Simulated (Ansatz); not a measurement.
The cluster RuO₂⁺. Charge 1, multiplicity 2. Geometry PBE0-D4/def2-TZVP; atoms count from 1.

```tsv
atom	x (Å)	y (Å)	z (Å)
Ru1	0.279	-0.154	-0.294
O2	-0.871	0.809	-0.930
O3	0.592	-0.656	1.224
```

In the def2 sets Ru takes a core potential; there is no spin–orbit coupling. The structure comes from a short search, and lower isomers may exist.

(1) Estimate the Mulliken populations from the PBE0/def2-TZVP orbitals of Ansatz.

(2) Where does the spin sit?

(3) And the Mayer bond orders between bonded heavy atoms (over 0.3)?

Answers

(1) 
| atom | charge (e) | spin (α − β) | d electrons |
| --- | --- | --- | --- |
| Ru1 | 1.65 | 0.80 | 6.13 |
| O2 | -0.32 | 0.10 | – |
| O3 | -0.32 | 0.10 | – |
Mulliken values and Mayer orders depend strongly on the basis.

(2) Summed by element: Ru 0.80, O 0.20, of 1 unpaired in all. Largest on single atoms: Ru1 0.80, O3 0.10, O2 0.10.

(3) Ru1–O2 1.87 (1.63 Å); Ru1–O3 1.87 (1.63 Å). Values over 0.3 also appear between atoms too far apart for a bond (O2–O3 0.52 at 2.99 Å); they arise where an orbital or an unpaired electron spreads over both atoms.
